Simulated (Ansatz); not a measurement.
```yaml
crystal:
  periodic: [false, false, false]
  atoms:
    - {symbol: C, position_ang: [0.221617, 0.949879, -0.700877]}
    - {symbol: B, position_ang: [-0.246679, -0.408224, -0.089370]}
    - {symbol: N, position_ang: [0.074016, -0.843978, 1.187016]}
    - {symbol: Br, position_ang: [-1.359250, -1.597148, -1.167315]}
    - {symbol: H, position_ang: [0.799097, 0.779410, -1.613912]}
    - {symbol: H, position_ang: [0.834531, 1.538243, -0.013129]}
    - {symbol: H, position_ang: [-0.640397, 1.555171, -0.995144]}
    - {symbol: H, position_ang: [-0.236483, -1.722726, 1.564110]}
    - {symbol: H, position_ang: [0.641948, -0.297026, 1.811620]}
basis:
  gaussian: {orbitals: ANO-RCC-VTZP, point_charges: [{charge: 1.00, position_ang: [5.366, 0.842, -0.152]}]}
magnetization: {spin_polarized: true, initial_magnetization: 2}
hamiltonian: {xc: {name: HF}, dispersion: rvv10}
accuracy: high
scf: {lower_state_search: light}
output: {forces: true}
```

```sh
$ ansatz run in.yaml --threads 4 --pin off --events-out ev --progress --plain --max-ram 10444MiB
```

(1) How does Ansatz answer? (An estimate is asked.)

## Answers

(1) Computed: The program refused the input.
```
Error: inconsistent input (hamiltonian.dispersion, hamiltonian.xc): `dispersion: rvv10` has no transferable b for PBE exchange — Sabatini et al. (2013) fitted b=6.3 to rPW86, and the PBE refits of Peng & Perdew (2017) are task-dependent (b=6.6 S22 / b=10.0 layered). Use `xc: {exchange: rpw86, correlation: pbe}` for the original rVV10 or `xc: r2scan` for the r²SCAN+rVV10 pairing
```
